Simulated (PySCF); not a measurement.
Electrostatic solvation of a mixed set.

Level: PBE0/pcSseg-1 in PySCF, non-relativistic, each on one gas-phase PBE0-D3(BJ)/def2-SVP geometry that isn't relaxed in the solvent. The solvent is an IEF-PCM continuum (Bondi radii, 1.10 Å for H, scaled by 1.2). The model holds no explicit solvent molecules, cavitation or dispersion.

Question: Order them by E(solvent) − E(gas) in dichloromethane (ε = 8.93), most negative first (kJ/mol).
A. `[O:1]=[CH:2][O:3][c:4]1[cH:5][cH:6][cH:7][n+:8]([AlH3-:9])[cH:10]1` with O1–C2–O3–C4 0°, C2–O3–C4–C5 -2°
B. `[CH3:1][C:2](=[S:3])[CH2:4][F:5]` with C1–C2–C4–F5 -1°
C. `[CH2:1]=[C:2]([F:3])[S:4][CH3:5]` with C1–C2–S4–C5 -142°
D. `C[C@@H]1S[C@@H]1F`

Answer: A (-43.7), B (-15.1), D (-13.0), C (-10.9).

```csv
SMILES,charge,ΔE (kJ/mol),polarisation term (kJ/mol),HOMO shift (eV),dipole gas (D),dipole solvent (D),atoms
O=COc1ccc[n+]([AlH3-])c1,0,-43.7,-49.0,-0.58,5.93,6.90,18
CC(=S)CF,0,-15.1,-17.5,-0.06,1.11,1.73,10
C[C@@H]1S[C@@H]1F,0,-13.0,-15.2,-0.07,2.17,2.82,10
C=C(F)SC,0,-10.9,-12.0,-0.02,1.14,1.39,10
```

The polarisation term is half the interaction of the solute with the induced surface charges.
